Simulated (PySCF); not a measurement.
[Cr(H2O)4]3+ holds Cr(III), d3, at total charge +3. The structure is a model geometry with rigid ligands and bond lengths from ionic radii, not a minimum; coordination tetrahedral, point group D2d, metal–donor distances 1.85 Å.

```
13

Cr    0.0000    0.0000    0.0000
O     1.0710    1.0710    1.0710
H     0.8550    1.9510    1.4030
H     1.9510    0.8550    1.4030
O    -1.0710   -1.0710    1.0710
H    -0.8550   -1.9510    1.4030
H    -1.9510   -0.8550    1.4030
O    -1.0710    1.0710   -1.0710
H    -1.9510    0.8550   -1.4030
H    -0.8550    1.9510   -1.4030
O     1.0710   -1.0710   -1.0710
H     1.9510   -0.8550   -1.4030
H     0.8550   -1.9510   -1.4030
```

Method (PySCF 2.14, density fitting): CASSCF(3,5) with orbitals averaged over all microstates of the shell, strongly contracted NEVPT2 on the averaged canonical orbitals; basis x2c-TZVPall on the metal, x2c-SVPall elsewhere; spin-free X2C; gas phase; spin-orbit coupling by state interaction with the mean-field operator over all roots.

Q: Which term lies lowest, and with what spin?

A: 4E (from 4T1) (S = 3/2, orbital degeneracy 2), with 1.9 electrons in the lower (e-type) set and 1.1 in the upper (t2-type) set, by NEVPT2.

Q: Where do the spin-allowed transitions within the shell lie?

A: By NEVPT2: 4A2 (from 4T1) at 2072 cm⁻¹; 4B2 (from 4T2) at 4535 cm⁻¹; 4E (from 4T2) at 10749 cm⁻¹ (930 nm); 4B1 (from 4A2) at 18504 cm⁻¹ (540 nm); 4E (from 4T1) at 19609 cm⁻¹ (510 nm); 4A2 (from 4T1) at 21890 cm⁻¹ (457 nm). The strongest, at 21890 cm⁻¹, has f = 2.7e-04.

Q: Which is the lowest state of another spin?

A: 2A1 (from 2E) at 5663 cm⁻¹ by NEVPT2; CASSCF alone puts it at 9078 cm⁻¹ above the same ground state.

Q: Give the fitted ligand-field and repulsion parameters.

A: At CASSCF level (the NEVPT2 levels don't fit a ligand-field model well): orbital energies 0, 4979, 10276, 10276, 11563 cm⁻¹; 10Dq = 8215 cm⁻¹ (difference of the means of the two sets); B = 1007 cm⁻¹; C = 3882 cm⁻¹; B over its free-ion value at the same level 0.872; rms of the fit 261 cm⁻¹; ζ = 247 cm⁻¹ (free ion 278).

Q: What magnetic behaviour follows?

A: Degenerate or low-lying orbital states mix with the ground state, so no spin-only Hamiltonian applies. The lowest spin-orbit level is 2-fold, effective g = 0.99, 0.99, 3.88; the next lies at 88.1 cm⁻¹. μeff is 3.62 μB at 300 K and 2.24 μB at 10 K; the spin-only value is 3.88 μB.

The geometry is a model, and the complex may not exist in this form. The ground state is orbitally degenerate in this regular structure, which would distort (Jahn–Teller), so its moment is that of the undistorted model. NEVPT2 lifts 4E (from 4T2) from 9365 to 10749 cm⁻¹; on the d shell alone such lifts tend to overshoot. NEVPT2 on the d shell alone tends to put d–d bands too high for such charged or covalently bound ions.

The job took 11 s on one thread of AMD EPYC 7R43 64-Core Processor (shared host), with 144 basis functions, launched as `OMP_NUM_THREADS=1 python lf_run.py task.json out`.
